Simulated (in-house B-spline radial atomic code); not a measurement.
**As III (As2+): [Ne] 3s2 3p5 3d10 4s2 4p1 5d1 (an excited or competing configuration)**

Method: non-relativistic r2SCAN, spin-polarised, spherical fractional occupations, point nucleus. Calculated with an all-electron radial atomic-structure program (B-spline basis).

Z_r = [3n² - l(l+1)]/(2<r>); Z_e = n√(-2ε); the last column is Slater's effective charge. Values are occupation-weighted means over spin.

```
shell  electrons   ε (eV)  <r> (bohr)    Z_r    Z_e  Slater
   1s          2   -11621     0.04639  32.34  29.23   32.70
   2s          2  -1505.8      0.2064  29.07  21.04   28.85
   2p          6  -1349.7      0.1787  27.98  19.92   28.85
   3s          2  -231.76      0.6025  22.41  12.38   22.10
   3p          5  -178.38      0.6128  20.40  10.86   22.10
   3d         10  -84.321      0.6444  16.29   7.47   12.85
   4s          2   -42.97        1.71  14.03   7.11    7.85
   4p          1  -31.888       1.923  11.96   6.12    7.85
   5d          1  -7.1382       6.391   5.40   3.62    3.00
```

The least bound orbital is 5d up at -7.138 eV, and it is also the most diffuse (<r> = 6.391 bohr). The part-filled 3p shell lies below the filled 4s shell in orbital energy.
